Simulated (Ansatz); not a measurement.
`C[N](C)[W]([CH3])(=[S])=[S]` + H₂O → `[CH3][W]([OH])(=[S])=[S]` + `CNC` at 500 K and 1 bar (formal hydrolysis of a W–N bond).

Gas-phase electronic energies from Ansatz, PBE0-D4/def2-TZVP geometries. CCSD(T)/CBS adds triple-zeta CCSD(T) − MP2 to the extrapolated MP2 energy (def2 sets, frozen cores). This one scheme is used for every species. Elements past krypton have def2 core potentials. For W outer-core shells are correlated without core-valence functions, which leaves a few kJ/mol of doubt a bond. Each species was taken in one conformer, which may not be the lowest.

```
                      species  CCSD(T)/CBS energy (Eh)  H − E (kJ/mol)  S (J/(mol·K))
`C[N](C)[W]([CH3])(=[S])=[S]`              -1036.91270           389.0          537.0
                          H₂O                -76.37941            73.2          206.3
   `[CH3][W]([OH])(=[S])=[S]`               -978.28285           187.3          441.3
                        `CNC`               -135.00321           273.8          313.8
```

H − E and S are ideal-gas, rigid-rotor, harmonic terms from PBE0-D4/def2-TZVP, for one conformer and one mirror image of each species. 1 Eh = 2625.50 kJ/mol, R = 8.31446 J/(mol·K).

Question: By hand: ΔE, ΔH, ΔS and ΔG.

Answer: ΔE = (-978.28285) + (-135.00321) − (-1036.91270) − (-76.37941) = 0.00605 Eh = 15.9 kJ/mol. Δ(H − E) = 187.3 + 273.8 − 389.0 − 73.2 = -1.1, so ΔH = 14.8 kJ/mol. ΔS = 441.3 + 313.8 − 537.0 − 206.3 = 11.8 J/(mol·K). ΔG = 14.8 − 500 × (11.8)/1000 = 8.9 kJ/mol.

Question: By hand: the equilibrium constant, and the temperature at which ΔG would vanish if ΔH and ΔS stayed fixed.

Answer: log₁₀ K = −ΔG/(RT ln 10) = -0.9. ΔG = 0 at ΔH/ΔS = 1254 K, though so small a ΔS makes that figure unsure.

TΔS isn't small against ΔH here. A doubt of 5 kJ/mol in ΔE shifts log₁₀ K by 0.5 here. Other conformers and mirror images would add mixing entropy, several J/(mol·K) or more a flexible species. Modes under 60 cm⁻¹, often nearly free rotors, make the harmonic entropy too high. These are equilibria of isolated gas molecules and say nothing of rates. Largest T1 diagnostic: 0.022 (customary marks: 0.02 for closed shells, 0.045 for open ones).
